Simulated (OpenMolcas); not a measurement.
Tb3+: input and output

Tb3+ with 6 ligands (oxide) in octahedral coordination (Oh) at 2.3 Å. A charge of +1.5 e stands 2.4 Å behind each ligand. Ligand basis ANO-RCC-VDZP. With inversion symmetry the input lists one of each pair of outer charges.

Input:

```
&GATEWAY
Coord
7

Tb 0.0 0.0 0.0
O 2.300000 0.000000 0.000000
O 0.000000 2.300000 0.000000
O -2.300000 0.000000 0.000000
O 0.000000 -2.300000 0.000000
O 0.000000 0.000000 2.300000
O 0.000000 0.000000 -2.300000
Basis=Tb.ANO-RCC-VDZP,O.ANO-RCC-VDZP
Group=XYZ
NoMove
AngMom=0.0 0.0 0.0
AMFI
RICD
XField
3 Angstrom 0
4.700000 0.000000 0.000000 1.500000
0.000000 4.700000 0.000000 1.500000
0.000000 0.000000 4.700000 1.500000
&SEWARD
&RASSCF
FileOrb=start.orb
Symmetry=1
Spin=7
nActEl=8 0 0
Inactive=30 27
Ras2=0 7
CIRoot=7 7 1
SDav=7
CIMx=300
Iter=150 100
PrWF=0.3
OrbListing=Nothing
MaxOrb=0
LevShft=1.0
>>> COPY $Project.JobIph JOB001
&RASSCF
FileOrb=start.orb
Symmetry=1
Spin=5
nActEl=8 0 0
Inactive=30 27
Ras2=0 7
CIRoot=140 140 1
SDav=140
CIMx=300
Iter=150 100
PrWF=0.3
OrbListing=Nothing
MaxOrb=0
CIOnly
LevShft=1.0
>>> COPY $Project.JobIph JOB002
&RASSCF
FileOrb=start.orb
Symmetry=1
Spin=3
nActEl=8 0 0
Inactive=30 27
Ras2=0 7
CIRoot=162 162 1
SDav=588
CIMx=300
Iter=150 100
PrWF=0.3
OrbListing=Nothing
MaxOrb=0
CIOnly
LevShft=1.0
>>> COPY $Project.JobIph JOB003
&RASSI
NrOfJobIphs=2 7 62
1 2 3 4 5 6 7
1 2 3 4 5 6 7 8 9 10 11 12 13 14 15 16 17 18 19 20 21 22 23 24 25 26 27
28 29 30 31 32 33 34 35 36 37 38 39 40 41 42 43 44 45 46 47 48 49 50 51
52 53 54 55 56 57 58 59 60 61 62
IphNames
JOB001
JOB002
EJob
SpinOrbit
DIPRint=1.0
SOCoupling=1000.0
Subsets=2
Property=9
'ANGMOM' 1 'ANGMOM' 2 'ANGMOM' 3 'MLTPL  1' 1 'MLTPL  1' 2 'MLTPL  1' 3
'AMFI' 1 'AMFI' 2 'AMFI' 3
SOProperty=3
'ANGMOM' 1 'ANGMOM' 2 'ANGMOM' 3
```

Launched by
```bash
OMP_NUM_THREADS=1 MOLCAS_MEM=2457 MOLCAS_PROJECT=a pymolcas a.inp > a.log  # once for each step of the input, in one work folder
```

A driver script runs the steps one by one and writes start.orb anew before each from the orbitals found so far, so a CI-only block uses the converged orbitals of the first block.

Output, cut to the results:

```
--- SEWARD ---
Basis set label: TB.ANO-RCC...7S6P4D2F1G.

      Electronic valence basis set:
      ------------------
      Associated Effective Charge  65.000000 au
      Associated Actual Charge     65.000000 au
      Nuclear Model: Point charge

      Shell  nPrim  nBasis  Cartesian Spherical Contaminant
         s      25       7        X
         p      22       6        X
         d      15       4                 X
         f      11       2                 X
         g       4       1                 X
                  Relativistic Douglas-Kroll-Hess integrals:
                    - DKH order of Hamiltonian: 2
                    - DKH order of Properties : 0
                  Atomic mean-field integrals
--- RASSCF ---
Wave function specifications:
      -----------------------------

      Number of closed shell electrons         114
      Number of electrons in active shells       8
      Max number of holes in RAS1 space          0
      Max nr of electrons in RAS3 space          0
      Number of inactive orbitals               57
      Number of active orbitals                  7
      Number of secondary orbitals              88
      Spin quantum number                      3.0
      State symmetry                             1
Orbital specifications:
      -----------------------

      Symmetry species                           1   2
                                                ag  au
      Frozen orbitals                            0   0
      Inactive orbitals                         30  27
      Active orbitals                            0   7
      RAS1 orbitals                              0   0
      RAS2 orbitals                              0   7
      RAS3 orbitals                              0   0
      Secondary orbitals                        48  40
      Deleted orbitals                           0   0
      Number of basis functions                 78  74
      Number of CSFs                             7
      Number of root(s) required                 7
      Iter CI   SX   CI       RASSCF       Energy    max ROT     max BLB   max BLB  Level Ln srch  Step   QN
          iter iter root      energy       change     param      element    value   shift minimum  type update
 Nr of preliminary CI iterations:   1
      Total energies have been shifted. Add               -12000.00 au
        1   1   10    0  -149.03337610    0.00E+00  -9.15E-02   16  50 2 -6.55E-01*  1.35   0.00    SX    NO
        2   1   11    0  -151.40424571   -2.37E+00* -8.45E-02   15  49 2 -3.88E-01*  0.87   0.00    SX    NO
        3   1   11    0  -152.19240172   -7.88E-01* -4.29E-02   27  69 2 -1.36E-01*  0.73   0.00    SX    NO
        4   1   11    0  -152.31535487   -1.23E-01*  2.13E-02   14  48 2  6.39E-02*  0.69   0.00    SX    NO
        5   1   11    0  -152.35729027   -4.19E-02*  2.53E-02   27  69 2 -4.09E-02*  0.70   2.50    LS   YES
        6   1   11    0  -152.38421177   -2.69E-02*  2.25E-02   15  49 2 -2.69E-02*  0.70   1.58    QN   YES
        7   1   10    0  -152.39610716   -1.19E-02* -1.84E-02   14  48 2 -2.12E-02*  0.69   1.55    QN   YES
        8   1   10    0  -152.40068406   -4.58E-03*  7.76E-03   14  48 2 -1.05E-02*  0.70   1.33    QN   YES
        9   1   10    0  -152.40175463   -1.07E-03*  2.14E-03   11  47 1  4.12E-03*  0.69   1.17    QN   YES
       10   1    9    0  -152.40198360   -2.29E-04*  1.27E-03   24  66 2  1.93E-03*  0.70   1.23    QN   YES
       11   1    8    0  -152.40203997   -5.64E-05* -5.03E-04   24  69 2 -1.07E-03*  0.70   1.39    QN   YES
       12   1    7    0  -152.40205174   -1.18E-05* -2.05E-04   30  33 1  3.85E-04*  0.70   1.21    QN   YES
       13   1    7    0  -152.40205288   -1.14E-06*  7.70E-05   30  33 1  1.29E-04*  0.70   1.27    QN   YES
       14   1    6    0  -152.40205302   -1.41E-07* -2.10E-05   17  53 1  4.08E-05   0.70   1.25    QN   YES
       15   1    5    0  -152.40205304   -2.20E-08*  8.88E-06   18  45 1 -1.61E-05   0.70   1.13    QN   YES
       16   1    5    0  -152.40205305   -8.02E-09  -5.37E-06   18  52 1  8.17E-06   0.70   1.04    QN   YES
      Convergence after 16 iterations
       17   1    5    0  -152.40205305   -7.37E-10  -5.37E-06   14  48 2  3.75E-06   0.70   1.04    QN   YES
      Natural orbitals and occupation numbers for root  1
      sym 2:   1.000000   2.000000   1.000000   1.000000   1.000000   1.000000   1.000000
      Natural orbitals and occupation numbers for root  2
...
--- RASSI ---
SPIN-FREE ENERGIES:
  (Shifted by EMIN (a.u.) =     -12152.4045891085)

 SF State       Relative EMIN(au)   Rel lowest level(eV)    D:o, cm**(-1)

     1             0.0000000000        0.0000000000              0.0000
     2             0.0017361337        0.0472426042            381.0373
     3             0.0017361337        0.0472426042            381.0373
     4             0.0017361337        0.0472426042            381.0373
     5             0.0041813340        0.1137798941            917.6967
     6             0.0041813340        0.1137798941            917.6967
     7             0.0041813340        0.1137798941            917.6967
     8             0.1180154301        3.2113634510          25901.3930
     9             0.1180154301        3.2113634510          25901.3930
    10             0.1181136209        3.2140353589          25922.9434
    11             0.1181136209        3.2140353589          25922.9434
    12             0.1181136209        3.2140353589          25922.9434
    13             0.1331153879        3.6222542341          29215.4507
    14             0.1332716475        3.6265062768          29249.7457
    15             0.1332716475        3.6265062768          29249.7457
    16             0.1332716475        3.6265062768          29249.7457
    17             0.1333702905        3.6291904888          29271.3953
    18             0.1333702905        3.6291904888          29271.3953
    19             0.1346605926        3.6643013984          29554.5839
    20             0.1346605926        3.6643013984          29554.5839
    21             0.1346605926        3.6643013984          29554.5839
    22             0.1355641757        3.6888891452          29752.8975
    23             0.1355641757        3.6888891452          29752.8975
    24             0.1355641757        3.6888891452          29752.8975
    25             0.1360360111        3.7017284406          29856.4534
...
```

Spin-orbit levels above the lowest (labels of O, the rotations of Oh):

```
E (cm-1)  Degeneracy  Label  2S+1     J  |mJ| (%)
     0.0           1     A1     7  6.00    4 (87)
    38.2           3     T1     7  5.99    4 (33)
    83.3           3     T2     7  5.99    5 (41)
   306.0           1     A2     7  6.00    2 (69)
   373.9           3     T2     7  5.99    1 (53)
   399.3           2      E     7  5.99    0 (43)
    2048           3     T1     7  5.01    5 (34)
    2218           3     T2     7  5.02    2 (33)
    2295           2      E     7  5.00    2 (50)
    2332           3     T1     7  4.99    3 (59)
    3406           1     A1     7  3.99    0 (59)
    3460           3     T1     7  4.00    1 (58)
    3514           2      E     7  4.02    2 (50)
    3778           3     T2     7  3.98    3 (57)
    4619           3     T1     7  3.02    3 (41)
    4665           3     T2     7  2.98    1 (43)
    4777           1     A2     7  3.02   2 (100)
    5478           3     T2     7  2.12    1 (64)
    5694           2      E     7  2.03    2 (50)
    6127           3     T1     7  1.10    1 (66)
```

High states are left out of the spin-orbit mixing, which shifts the levels that they would mix with. The oxide ions are held by bare point charges, a crude embedding. Without dynamic correlation the ligand-field splitting of an f shell can come out too small, at times by half. The first state left out of the spin-orbit step lies near 46000 cm-1 above the lowest spin-free state of the reference (among the parities and spins computed), and the lists stop at four fifths of that energy or lower. No measured value stands beside these numbers; the geometry was imposed, not optimised, and the real ion may take another.

The RASSCF and RASSI steps took 96 s on 1 thread of Arm Neoverse V1 (shared host); the integral step is not counted.
